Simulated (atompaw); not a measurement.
**Which change was made? (Hf, PAW (atompaw))**

- Element: hafnium (Hf)
- Generator: atompaw 4.2.0.5
- Type: PAW
- Functional: LDA (PW92)
- Relativity: scalar-relativistic
- Frozen core: [Kr] 4d10 4f14
- Valence charge: 12
- Reference configuration: 5s2 5p6 5d2 6s2 6p0
- Partial waves: 5s (bound): rc 1.85 bohr; 6s (bound): rc 0.65 bohr; 5p (bound): rc 1.95 bohr; 6p (bound, empty): rc 2.65 bohr; 5d (bound): rc 1.90 bohr; 5d channel at 1.35 Ry: rc 1.90 bohr
- Local potential: bessel scheme, radius 2.60 bohr
- Core correction: smooth core density matched at 2.15 bohr
- Augmentation charge: besselshape compensation charge, radius 2.15 bohr; PAW radius 2.65 bohr; waves and projectors: custom rrkj vanderbiltortho

Cutoffs, loose and tight: the cutoffs (Ry, on a coarse ladder) from which the occupation-weighted sum of valence levels, in a spherical-Bessel basis at the reference potential, stays within 10 and 1 mRy of its value at 400 Ry. They see the waves, projectors and local potential, not the compensation charge or the core.

The base gives: outcome: generated; cutoff, loose: 80 Ry; cutoff, tight: 100 Ry; bound ghosts: none.

Task: After one change the result is: outcome: failed: atompaw: The overlap operator has at least one negative eigenvalue!. Which change was it?
A. local potential bessel scheme, radius 2.08 bohr
B. local potential bessel scheme, radius 1.66 bohr
C. local potential bessel scheme, radius 1.90 bohr

Result: B. The others give: local potential bessel scheme, radius 1.90 bohr → outcome: generated; cutoff, loose: 80 Ry; cutoff, tight: 100 Ry; bound ghosts: s | local potential bessel scheme, radius 2.08 bohr → outcome: generated; cutoff, loose: 30 Ry; cutoff, tight: 90 Ry; bound ghosts: s.
